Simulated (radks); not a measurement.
Task: Ba25+, 31 electrons, occupied as [Ar] 3d10 4s2 4p1. Calculated with a radial shooting solver on a logarithmic mesh with Libxc functionals: Dirac Kohn-Sham, PBE, spin-unpolarised, spherical densities, point nucleus; open shells fill j = l - 1/2 first.

Spin-orbit splittings of the eigenvalues, e(l+1/2) - e(l-1/2), with zeta = 2 splitting/(2l+1) and mean radii in bohr:

| shell | occ. | splitting (eV) | zeta (eV) | <r> j=l-1/2 | <r> j=l+1/2 |
|---|---|---|---|---|---|
| 2p | 6 | 383.2 | 255.4 | 0.09176 | 0.09772 |
| 3p | 6 | 76.53 | 51.02 | 0.2770 | 0.2882 |
| 3d | 10 | ? | ? | 0.2578 | 0.2613 |
| 4p | 1 | 22.21 | 14.81 | 0.6039 | 0.6207 |
| 4d | 0 | 4.675 | 1.870 | 0.6218 | 0.6265 |

Estimate the 3d splitting.

Result: 16.62 eV (zeta = 6.650 eV).
